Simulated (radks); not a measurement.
Valence configurations of Fe II (all share [Ar]). All-electron calculation, scalar-relativistic Kohn-Sham, SCAN, spin-polarised, spherical densities, finite nucleus; open shells are filled with parallel spins first; meta-GGA in the generalised Kohn-Sham scheme; Fermi nuclear charge, rms radius 3.7377 fm. Program: a radial shooting solver on a logarithmic mesh with Libxc functionals. Energies are relative to 3d6 4s1; eigenvalues in eV for spin up.

valence,E (eV),moment (Bohr magnetons),e(3d),e(4p),e(4s)
3d6 4s1,0.000,5,-17.856,-,-13.456
3d6.5 4s0.5,0.664,4,-15.182,-,-12.196
3d7,1.365,3,-12.772,-,-
3d6 4s0.5 4p0.5,2.839,5,-18.505,-8.285,-13.868
3d6 4p1,5.572,5,-19.183,-8.591,-
3d5.5 4s0.5 4p1,5.586,6,-22.087,-9.363,-15.275
3d5 4s1 4p1,5.952,7,-25.246,-10.000,-16.289
3d4 4s2 4p1,20.881,5,-31.844,-10.957,-17.713

NIST lists [Ar] 3d6 4s1 as the ground configuration; this level of theory agrees among the configurations tried. The energies are those of spherical high-spin densities, not of single terms. No valid solution was reached for [Ar] 3d5 4s2; [Ar] 3d5.5 4s1.5.
